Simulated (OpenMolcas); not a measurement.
## Fe2+: effect of the metal basis

Fe2+ with its 6 nearest bromide ions at 2.744 Å, on the Ca site of CsCaBr3 (a = 5.69 Å, distance in the model lattice 2.845 Å). The rest of the host is ab initio model potentials to 7.6 Å and point charges beyond; the distance is set by hand and nothing relaxes.

| Property | Result |
| --- | --- |
| Program | OpenMolcas |
| Method | CASSCF |
| Spin-orbit coupling | state interaction with AMFI integrals over the reference wave functions |

Fixed: ligand basis ANO-RCC-VDZP, active space 6 electrons in 5 orbitals (3d), DKH2 Hamiltonian.

States (labels of O, the rotations of Oh). Energies in cm-1 above the lowest state or level, χT in cm3 K/mol; under a threefold ground state the first gap can be a small split of the lowest multiplet, not the spin-orbit step; 10Dq and B are least-squares fits to the states below 45000 cm-1, weighted by degeneracy, with a free offset, and given where the rms deviation is under 5 % of |10Dq| (or 100 cm-1) and under 700 cm-1.

```json
{"Run": "A", "Metal basis": "ANO-RCC-VDZP", "Ground state": "5T2", "First state of that spin": "5E 3262", "10Dq": "3263", "B (rms of fit)": "1129 (49)", "First gap with spin-orbit (degeneracies)": "187.2 (3, 2)", "χT at 300 K": "4.273", "First state of another spin": "3T1 19811", "Cost": "roughly 3 core-minutes"}
{"Run": "B", "Metal basis": "ANO-RCC-VTZP", "Ground state": "5T2", "First state of that spin": "5E 3240", "10Dq": "3239", "B (rms of fit)": "1138 (49)", "First gap with spin-orbit (degeneracies)": "184.7 (3, 2)", "χT at 300 K": "4.269", "First state of another spin": "3T1 20084", "Cost": "roughly 3 core-minutes"}
```

Against A, |10Dq| changes by -0.7 % in B.

Costs are those of the RASSCF and RASSI steps.

An orbital triplet at a regular site is open to Jahn-Teller coupling, which can distort the site and quench the lowest spin-orbit gaps and is left out. Without dynamic correlation the repulsion within the d shell is too large (B by tens of per cent), so at a given field states of lower spin stand too high. Ligand-to-metal charge-transfer states are missing. With no ligand orbital active B as a rule stays too high, so bands that hang on it stand too high and its fall with covalency is understated. With metal d orbitals alone and no dynamic correlation the field as a rule comes out too small, by tens of per cent, by up to half for chloride and softer ligands, and with too little covalency χT stands high. No measured value stands beside these numbers; the geometry was set by hand and not optimised.
